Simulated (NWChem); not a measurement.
Correlation energy of ClLi

SMILES: [Li][Cl]
```xyz
2

Li     0.0000     0.0000    -1.7006
Cl     0.0000     0.0000     0.3001
```
Charge 0, spin multiplicity 1.

All runs are NWChem calculations. The geometry was optimised at B3LYP/def2-SVP, a minimum by its harmonic frequencies.

Basis set: cc-pVTZ. Each correlation energy counts from its own Hartree-Fock reference.

```json
[
 {"method": "MP2", "correlation energy (mHa)": "-214.0", "difference from CCSD(T)": "+26.5"},
 {"method": "SCS-MP2", "correlation energy (mHa)": "-212.7", "difference from CCSD(T)": "+27.8"},
 {"method": "CR-CCSD[T]", "correlation energy (mHa)": "-239.3", "difference from CCSD(T)": "+1.2"},
 {"method": "CR-CCSD(T)", "correlation energy (mHa)": "-239.3", "difference from CCSD(T)": "+1.3"},
 {"method": "CCSD", "correlation energy (mHa)": "-232.3", "difference from CCSD(T)": "+8.3"},
 {"method": "CCSD+T(CCSD)", "correlation energy (mHa)": "-240.6", "difference from CCSD(T)": "0.0"},
 {"method": "CCSD(T)", "correlation energy (mHa)": "-240.6", "difference from CCSD(T)": "0.0"}
]
```

The values span 27.9 mHa, from CCSD+T(CCSD) (lowest) to SCS-MP2 (highest). 

The correlated methods keep 5 core orbitals frozen. The structure started from a generated list of species. Differences from the coupled-cluster row are differences between methods, not errors against experiment.
